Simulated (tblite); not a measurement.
Species: C₅H₄F₂.
SMILES: `FC1=C(F)CC=C1`

All values are computed: GFN2-xTB (tblite) harmonic vibrations without scaling, gas phase. Errors from tens to a few hundred cm⁻¹ against measured bands are possible.

Harmonic wavenumbers (cm⁻¹): 211.6, 256.2, 299.6, 379.7, 423.8, 542.2, 584.5, 686.4, 748.0, 833.6, 853.0, 890.7, 1008.4, 1034.6, 1036.8, 1119.7, 1179.0, 1223.3, 1288.5, 1344.9, 1384.6, 1588.8, 1703.6, 2962.5, 2986.5, 3150.8, 3165.3.

A = 3572, B = 3193, C = 1703 MHz; mass 102.028 u (most abundant isotopes); point group Cs, symmetry number 1.

Q: Zero-point energy?

A: Half the sum of the wavenumbers: 16443 cm⁻¹ = 47.01 kcal/mol.

Q: What is S at 273.15 K and 1 bar for an ideal gas of classical rigid rotors and harmonic oscillators?

A: Translation 39.37, rotation 26.94, vibration 8.33: S = 74.6 cal/(mol K).

Q: And Cp and H(273.15 K) − H(0)?

A: Cp = 22.14 cal/(mol K), of which vibrations give 14.19 (their classical limit is 27 R = 53.7); H(273.15 K) − H(0) = 3.69 kcal/mol without the zero-point energy, 1.52 from vibrations.

Q: What must be added to the electronic energy to get the Gibbs energy at 273.15 K and 1 bar?

A: ZPE + [H(273.15 K) − H(0)] − T·S = 47.01 + 3.69 − 20.39 = 30.31 kcal/mol.

Q: Which modes carry the vibrational entropy at 273.15 K?

A: 211.6 cm⁻¹: 1.87; 256.2 cm⁻¹: 1.54; 299.6 cm⁻¹: 1.27; 379.7 cm⁻¹: 0.91; 423.8 cm⁻¹: 0.76; 542.2 cm⁻¹: 0.46 cal/(mol K); the other 21 give 1.51 together.

Q: How do the functions run with temperature in this model?

A: 
| T (K) | S (cal/(mol K)) | Cp (cal/(mol K)) | H − H(0) (kcal/mol) | G − H(0) (kcal/mol) | ln q(vib) |
| --- | --- | --- | --- | --- | --- |
| 150 | 64.1 | 13.8 | 1.48 | -8.14 | 0.34 |
| 250 | 72.7 | 20.6 | 3.19 | -14.99 | 1.17 |
| 298.15 | 76.7 | 23.8 | 4.26 | -18.59 | 1.66 |
| 400 | 84.6 | 30.2 | 7.02 | -26.81 | 2.83 |
| 600 | 98.7 | 39.3 | 14.04 | -45.16 | 5.36 |
| 900 | 116.3 | 47.2 | 27.13 | -77.50 | 9.19 |

q(vib) and H(0) count from the zero-point level.

Hindered rotation and anharmonicity are outside this model.
